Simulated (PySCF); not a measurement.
Run record: EPR job, `CC(=O)[C+]1[CH][C@@H]2C=C[C@H]12` [radical].

Method: UKS B3LYP, pcH-1 on C H O, non-relativistic, mean-field spin-orbit, GIAO (PySCF 2.14.0). Geometry: GFN2-xTB. The command runs a driver script over a list of jobs; the input below is this job's line of settings and its coordinates in Å.

Command:
```bash
OMP_NUM_THREADS=1 python probes_run.py task.json out
```

Input:
```
{"job": {"kind": "epr", "basis": "pcH-1"}, "charge": 1, "multiplicity": 2}
C      2.689700    -0.102246    -0.049262
C      1.575386    -0.672963     0.789714
O      1.711839    -1.319560     1.777765
C      0.247018    -0.324276     0.223971
C     -0.208149     0.316913    -0.862831
C     -1.632598     0.060247    -0.500349
C     -2.260579     1.023814     0.482894
C     -1.751866     0.459921     1.587175
C     -1.102262    -0.650747     0.832843
H      3.628968    -0.271919     0.475052
H      2.704681    -0.617000    -1.009572
H      2.543207     0.960104    -0.227513
H      0.224966     0.824205    -1.702388
H     -2.268084    -0.445412    -1.219174
H     -2.984793     1.794031     0.286888
H     -1.815365     0.653592     2.639714
H     -1.309069    -1.676672     1.114624
```

Task: What does the run print?

Result: 
```
UKS, coarse grid
  cycle   1  E = -384.31097700  |g| = 5.94e-01
  cycle   2  E = -382.03697082  |g| = 1.87e+00
  cycle   3  E = -384.34459459  |g| = 4.22e-01
  cycle   4  E = -384.44481609  |g| = 1.87e-01
  cycle   5  E = -384.45641202  |g| = 1.13e-01
  cycle   6  E = -384.45956657  |g| = 8.01e-02
  cycle   7  E = -384.46125492  |g| = 5.89e-02
  cycle   8  E = -384.46244792  |g| = 3.70e-02
  cycle   9  E = -384.46321126  |g| = 5.07e-03
  cycle  10  E = -384.46321767  |g| = 4.67e-03
  cycle  11  E = -384.46322951  |g| = 1.22e-03
  cycle  12  E = -384.46323183  |g| = 7.26e-04
UKS, final grid
  cycle   1  E = -384.46321703  |g| = 1.25e-03
  cycle   2  E = -384.46320462  |g| = 5.01e-03
  cycle   3  E = -384.46321830  |g| = 9.42e-04
  cycle   4  E = -384.46321879  |g| = 2.55e-04
  cycle   5  E = -384.46321904  |g| = 3.24e-04
  cycle   6  E = -384.46321938  |g| = 1.13e-04
  cycle   7  E = -384.46321940  |g| = 4.74e-05
  cycle   8  E = -384.46321940  |g| = 2.77e-05
E = -384.46321940 Eh   <S^2> = 0.7550 (exact 0.7500)
g shifts (ppm)      1          2          3
  rmc          -216       -216       -216
  gc             -1         -1         54
  oz_so          96        698       3020
  total        -121        482       2858
hyperfine (MHz)  atom isotope    a_iso     a_fc   dipolar eigenvalues
    0   13C      46.48      46.48    -11.43    -11.16     22.59
    1   13C     -38.83     -38.83    -13.15     -1.84     15.00
    2   17O     -18.11     -18.11    -89.42     39.91     49.51
    3   13C     -28.94     -28.94    -19.36    -16.16     35.51
    4   13C      12.76      12.76     -4.76      0.44      4.32
    5   13C      17.28      17.28     -9.56     -8.50     18.06
    6   13C      21.49      21.49    -21.46    -20.04     41.51
    7   13C      -0.42      -0.42     -8.96     -7.63     16.59
    8   13C       4.25       4.25    -14.47    -13.83     28.30
    9    1H      12.57      12.57     -6.05      0.75      5.31
   10    1H      -3.34      -3.34     -5.15     -1.15      6.31
   11    1H      -7.64      -7.64     -5.54     -1.13      6.67
   12    1H      -0.62      -0.62     -2.12      0.01      2.12
   13    1H      -7.09      -7.09     -6.03     -1.60      7.63
   14    1H      17.45      17.45    -10.25     -3.65     13.90
   15    1H      -4.55      -4.55     -4.41     -2.37      6.78
   16    1H      -5.61      -5.61     -8.01     -1.34      9.35
```

rmc, gc and oz_so are the mass-correction, gauge-correction and orbital-Zeeman/spin–orbit parts of the g shift along its three principal axes; a_iso is the isotropic hyperfine coupling and a_fc its Fermi-contact part. The program numbers atoms from 0.

Task: How far is ⟨S²⟩ from the pure-spin value?

Result: S = 0.5 gives S(S+1) = 0.75; the run has 0.7550, 0.0050 more.

Task: Get g_iso from the total shifts.

Result: Their mean is 1073 ppm; added to g_e = 2.002319 it gives 2.00339.

In short: ⟨S²⟩ 0.755; g_iso 2.0034.

Isolated species at its GFN2-xTB geometry (one conformer only).

Task: How long does this job take on an Arm Neoverse V1 with one thread, on a shared host? And the peak memory of the process?

Result: About 1.7 min (density and orbital grids were written too), with 1.1 GiB resident at the peak, the Python interpreter and its libraries included.
Labels such as C1 count atoms from 1, the log's own numbers from 0.
